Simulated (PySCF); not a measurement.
C2H4N2OSi, SMILES N#C/N=C/O[SiH3].

Geometry optimised at PBE-D3(BJ)/def2-SVP. The structure was generated by enumeration; whether it is a known compound was not checked. Other conformers were not sampled.

All values below come from PBE/def2-TZVP run with PySCF.

Symmetry labels are those of the subgroup Cs that the program uses (full group Cs).

Computed valence orbital energies around the gap with their symmetry:
| orbital | symmetry | energy (eV) |
|---|---|---|
| HOMO−7 | A' | -9.88 |
| HOMO−6 | A" | -9.84 |
| HOMO−5 | A' | -9.54 |
| HOMO−4 | A" | -8.96 |
| HOMO−3 | A' | -8.95 |
| HOMO−2 | A' | -8.46 |
| HOMO−1 | A" | -7.08 |
| HOMO | A' | -7.02 |
| LUMO | A" | -2.77 |
| LUMO+1 | A' | -1.43 |
| LUMO+2 | A' | -0.31 |
| LUMO+3 | A' | 0.12 |
